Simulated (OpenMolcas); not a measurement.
Xe2+: Slater's ratio, worked from levels

```json
{
 "Program": "OpenMolcas 26.06",
 "Basis": "ANO-RCC-VTZP [7s6p4d2f1g]",
 "Scalar Hamiltonian": "DKH2, point nucleus",
 "Active space": "4 electrons in 3 orbitals (5p)",
 "State averaging": "2S+1 = 3 even, 3 roots; 2S+1 = 1 even, 6 roots",
 "Spin-orbit coupling": "RASSI with atomic mean-field integrals over the reference wave functions, term energies averaged over their components"
}
```

Methods: CASSCF; SS-CASPT2, IPEA 0.25 Eh, imaginary shift 0.1 Eh (closed shells correlated: 4d 5s). Measured levels: Saloman, J. Phys. Chem. Ref. Data 33, 765 (2004).

**Slater's ratio.** With one set of orbitals, p4 has 1D - 3P = 6 F2 and 1S - 1D = 9 F2 (F2 = F²/25), a ratio of 3/2. Term energies are centres of gravity, weighted by 2J + 1.

```
   Source  1D - 3P  1S - 3P  F2 from the first  Ratio
   CASSCF    14892    35382               2482  1.376
SS-CASPT2    12874    31473               2146  1.445
 measured    12931    31935               2155  1.470
```

Energies in cm-1. A ratio away from 3/2 shows effects beyond one configuration with one set of orbitals, and in heavier atoms second-order spin-orbit shifts.

CASPT2 does not keep the components of a term degenerate, so their means are used; among the terms shown or strongly mixed into the levels shown the widest spread is 160 cm-1 (5s2 5p4 1D, SS-CASPT2). With the s shell closed, the reference lacks s² → p² mixing. Measured partners are found by configuration, term and J. A level has none where our copy of the source lacks it or the pairing is in doubt (some pairs that miss far off the trend of their configuration count as doubtful), and it then counts in no deviation. Only configurations of the active space appear.
